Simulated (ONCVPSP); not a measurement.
u(r) = r·R(r): atom against pseudo-atom (platinum (Pt))

Columns: radius, all-electron u(r) and pseudo u(r) of the 5s shell (level -122.77 eV) of platinum in the configuration [Kr] 4d10 4f14 5s2 5p6 5d8; PBE, scalar-relativistic, ONCV scheme, ONCVPSP 4.0.1.

```tsv
r (bohr)	all-electron	pseudo
0.098	0.2208	0.1040
0.195	0.1433	0.2230
0.292	-0.6067	0.3674
0.390	-0.5516	0.5374
0.488	-0.0037	0.7181
0.585	0.5672	0.8867
0.682	0.9695	1.0224
0.780	1.1784	1.1080
0.878	1.2294	1.1328
0.975	1.1768	1.0995
1.072	1.0666	1.0194
1.170	0.9298	0.9070
1.268	0.7886	0.7803
1.365	0.6568	0.6547
1.463	0.5377	0.5374
1.560	0.4360	0.4359
1.658	0.3494	0.3493
1.755	0.2785	0.2785
1.852	0.2207	0.2207
1.950	0.1736	0.1735
2.047	0.1363	0.1362
2.145	0.1063	0.1063
2.242	0.0829	0.0828
2.340	0.0643	0.0642
2.438	0.0497	0.0497
2.535	0.0385	0.0385
```

Q: How many radial nodes do the two functions have?

A: The all-electron 5s function has n − l − 1 = 4 (the table is too coarse to show those close to the nucleus); the pseudo-wave has 0, since the states of the same l below it are removed with the core.

Q: At about which radius was the pseudo-wave matched?

A: 1.60 bohr. The columns agree to 0.0005 from 1.46 bohr on; several derivatives are matched, so the curves merge somewhat inside the radius.

Q: Is the pseudo-wave norm-conserving?

A: Yes: the ONCV scheme keeps the norm inside the radius equal to the all-electron one, which fixes the energy derivative of the logarithmic derivative at the level.
